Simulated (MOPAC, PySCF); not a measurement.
H3BrS3Si, SMILES `S[Si](S)(S)Br`, neutral singlet in the gas phase. 

Z-matrix (Å, degrees):
```
Si
S 1 2.1316
H 2 1.3573 1 92.53
S 1 2.1411 2 108.00 3 61.68
H 4 1.3561 1 94.35 2 -171.81
S 1 2.1411 2 108.00 3 -61.68
H 6 1.3561 1 94.35 2 171.81
Br 1 2.2378 2 105.46 3 -180.00
```
Charge 0, multiplicity 1.

All levels are single points at this geometry (PBE-D3(BJ)/def2-TZVP); Pople sets use spherical d functions. Orbital energies aren't observables, and empty levels follow the basis.

SVWN5/6-31G* in PySCF gives dipole (D) = 2.44.

Problem. Estimate the dipole (D) from each of these levels: PBE-D3(BJ)/def2-TZVP in PySCF; B3LYP/3-21G in PySCF; B3LYP/LANL2DZ in PySCF; M06-2X/6-31G* in PySCF; PM7 in MOPAC.

Solution. 
| level | dipole (D) |
|---|---|
| PBE-D3(BJ)/def2-TZVP in PySCF | 1.86 |
| B3LYP/3-21G in PySCF | 2.65 |
| B3LYP/LANL2DZ in PySCF | 2.87 |
| M06-2X/6-31G* in PySCF | 2.41 |
| PM7 in MOPAC | 2.64 |
